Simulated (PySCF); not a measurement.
# GeCl: everyday levels beside a composite calculation

PySCF; the state is a doublet (π ↑). The composite is CCSD(T) extrapolated to the basis-set limit from two correlation-consistent sets, with core-valence (CV) and scalar-relativistic (SR) terms as its label shows; it has no spin–orbit coupling and nothing beyond (T). Here it is CCSD(T)/CBS(DT). It gives Re = 2.169 Å, ωe = 407 cm⁻¹ and De = 4.01 eV to Ge + Cl.

```
      level                   basis                           relativity  Re (Å)  ωe (cm⁻¹)  De (eV)
        UHF              def2-TZVPP                        no relativity   2.188        403     2.74
        UHF             def2-TZVPPD                        no relativity   2.189        402     2.76
   UHF-CCSD                 pcseg-1                        no relativity   2.214        389     3.39
UHF-CCSD(T)              6-31G(d,p)                        no relativity   2.193        404     3.51
     r²SCAN                 pcseg-1                        no relativity   2.201        393     4.08
     r²SCAN  cc-pVDZ-PP/cc-pV(D+d)Z  scalar-relativistic core potentials   2.197        397     4.11
       PBE0  cc-pVTZ-PP/cc-pV(T+d)Z  scalar-relativistic core potentials   2.177        402     4.11
       PBE0              def2-TZVPP                        no relativity   2.173        408     4.14
      ωB97X  cc-pVDZ-PP/cc-pV(D+d)Z  scalar-relativistic core potentials   2.189        406     4.13
    ωB97X-V             def2-TZVPPD                        no relativity   2.170        412     4.20
```

**Question.** Give the difference of each row from the composite.

**Answer.** 

| level | basis | ΔRe (pm) | Δωe (%) | ΔDe (eV) |
| --- | --- | --- | --- | --- |
| UHF | def2-TZVPP | +1.9 | -1.0 | -1.27 |
| UHF | def2-TZVPPD | +2.0 | -1.2 | -1.25 |
| UHF-CCSD | pcseg-1 | +4.5 | -4.4 | -0.62 |
| UHF-CCSD(T) | 6-31G(d,p) | +2.4 | -0.7 | -0.50 |
| r²SCAN | pcseg-1 | +3.2 | -3.4 | +0.07 |
| r²SCAN | cc-pVDZ-PP/cc-pV(D+d)Z | +2.8 | -2.5 | +0.10 |
| PBE0 | cc-pVTZ-PP/cc-pV(T+d)Z | +0.8 | -1.2 | +0.10 |
| PBE0 | def2-TZVPP | +0.4 | +0.2 | +0.13 |
| ωB97X | cc-pVDZ-PP/cc-pV(D+d)Z | +2.0 | -0.2 | +0.12 |
| ωB97X-V | def2-TZVPPD | +0.1 | +1.2 | +0.19 |

**Question.** Which rows come closest in De?

**Answer.** r²SCAN in pcseg-1 (+0.07 eV), counted from the composite.

Correlated steps freeze the inner cores (9 to 14 orbitals); shallow outer-core shells are correlated. Correlated levels converge slowly with the basis: in double zeta they bind strong bonds too weakly, by up to about 1 eV, and carry superposition errors of some tenths. Spin–orbit coupling is left out. The state was picked by a PBE0 search and need not be the measured ground state.
